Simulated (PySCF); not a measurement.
Compound: C9H11N.
Numbering: `[cH:1]1[cH:2][cH:3][c:4]([CH:5]2[CH2:6][CH2:7][CH2:8]2)[n:9][cH:10]1` (hydrogens: H11 on C1; H12 on C2; H13 on C3; H14 on C5; H15, H16 on C6; H17, H18 on C7; H19, H20 on C8; H21 on C10)

The same species was optimised twice, with GFN2-xTB and with PBE0-D3(BJ)/def2-SVP (PySCF), and the same property calculations (PySCF, gas phase) were run on both structures.

```
     coordinate  GFN2-xTB  PBE0-D3(BJ)/def2-SVP  change
     C1–C10 (Å)     1.386                 1.395  +0.009
     N9–C10 (Å)     1.319                 1.327  +0.008
      C4–N9 (Å)     1.329                 1.337  +0.008
      C2–C3 (Å)     1.384                 1.392  +0.008
      C3–C4 (Å)     1.393                 1.400  +0.007
      C1–C2 (Å)     1.386                 1.392  +0.006
      C7–C8 (Å)     1.534                 1.539  +0.005
      C6–C7 (Å)     1.534                 1.539  +0.005
      C4–C5 (Å)     1.494                 1.498  +0.004
      C5–C6 (Å)     1.544                 1.548  +0.004
      C5–C8 (Å)     1.544                 1.547  +0.003
   C4–C5–C8 (°)     116.3                 118.3    +2.0
   C4–C5–C6 (°)     116.3                 118.2    +1.9
   C6–C7–C8 (°)      89.1                  88.2    -0.9
   C5–C6–C7 (°)      89.7                  88.9    -0.8
   C5–C8–C7 (°)      89.7                  88.9    -0.8
   C6–C5–C8 (°)      88.3                  87.6    -0.7
   C2–C3–C4 (°)     119.0                 119.2    +0.2
   C3–C4–C5 (°)     121.8                 121.8     0.0
C3–C4–C5–C6 (°)      -129                  -127      +2
```

Rotational constants: A = 3676, B = 850.7, C = 774.2 MHz (GFN2-xTB) against A = 3710, B = 825.9, C = 754.4 MHz (PBE0-D3(BJ)/def2-SVP). Point groups within 0.08 Å: Cs and Cs.

On the GFN2-xTB structure: HOMO (eV) -7.28 [PBE0/pcSseg-1]; LUMO (eV) -0.74 [PBE0/pcSseg-1]; dipole (D) 1.78 [PBE0/pcSseg-1]; GIAO shielding of C1 (ppm) 61.2 [PBE0/pcSseg-1]; GIAO shielding of C2 (ppm) 45.0 [PBE0/pcSseg-1]; GIAO shielding of C3 (ppm) 59.7 [PBE0/pcSseg-1]; GIAO shielding of C4 (ppm) 14.7 [PBE0/pcSseg-1]; GIAO shielding of C5 (ppm) 143.1 [PBE0/pcSseg-1]; GIAO shielding of C6/C8 (mean) (ppm) 156.4 [PBE0/pcSseg-1]; GIAO shielding of C7 (ppm) 169.3 [PBE0/pcSseg-1]; GIAO shielding of N9 (ppm) -82.3 [PBE0/pcSseg-1].

Task: What do these properties become on the PBE0-D3(BJ)/def2-SVP structure?

Result: 
| property | level | on GFN2-xTB | on PBE0-D3(BJ)/def2-SVP | change |
| --- | --- | --- | --- | --- |
| HOMO (eV) | PBE0/pcSseg-1 | -7.28 | -7.29 | -0.01 |
| LUMO (eV) | PBE0/pcSseg-1 | -0.74 | -0.79 | -0.05 |
| dipole (D) | PBE0/pcSseg-1 | 1.78 | 1.80 | +0.02 |
| energy, GFN2-xTB geometry as zero (kcal/mol) | PBE0/pcSseg-1 | 0.0 | -0.8 | -0.8 |
| GIAO shielding of C1 (ppm) | PBE0/pcSseg-1 | 61.2 | 58.4 | -2.8 |
| GIAO shielding of C2 (ppm) | PBE0/pcSseg-1 | 45.0 | 43.2 | -1.8 |
| GIAO shielding of C3 (ppm) | PBE0/pcSseg-1 | 59.7 | 57.4 | -2.3 |
| GIAO shielding of C4 (ppm) | PBE0/pcSseg-1 | 14.7 | 14.6 | -0.1 |
| GIAO shielding of C5 (ppm) | PBE0/pcSseg-1 | 143.1 | 139.3 | -3.8 |
| GIAO shielding of C6/C8 (mean) (ppm) | PBE0/pcSseg-1 | 156.4 | 152.7 | -3.7 |
| GIAO shielding of C7 (ppm) | PBE0/pcSseg-1 | 169.3 | 164.7 | -4.6 |
| GIAO shielding of N9 (ppm) | PBE0/pcSseg-1 | -82.3 | -88.3 | -6.0 |

The heavy atoms differ by 0.065 Å rms after alignment. Among bonds between heavy atoms C1–C10, C2–C3, C4–N9 and N9–C10 change most and about equally (+0.008 to +0.009 Å). Changes are differences of the printed values. Neither structure is proved a minimum here.

The values belong to the conformer `[cH:1]1[cH:2][cH:3][c:4]([CH:5]2[CH2:6][CH2:7][CH2:8]2)[n:9][cH:10]1`: C3–C4–C5–C6 -127°.
